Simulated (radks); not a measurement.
Task: The mean radii <r> (bohr) of the occupied orbitals of an atom or ion are listed with their occupations. Calculated with a radial shooting solver on a logarithmic mesh with Libxc functionals: Dirac Kohn-Sham, revPBE, spin-unpolarised, spherical densities, finite nucleus; Fermi nuclear charge, rms radius of each element as measured or else 0.836 A^(1/3) + 0.57 fm.

orbital  occ.     <r>
1s1/2       1  0.3874
2s1/2       2   2.126
2p1/2       1   2.231

Name the element and its charge. Open shells, if any, fill j = l - 1/2 first.

Result: Z = 4, beryllium, charge 0: Be in 1s1 2s2 2p1. The 1s radius gives Z: for a bare nucleus <r> = (2 gamma + 1)/(2Z) with gamma = sqrt(1 - (Z/c)^2), 0.3749 bohr for Z = 4, and screening makes it slightly larger (0.3874 here). The occupations add up to 4, and the charge is Z minus that.
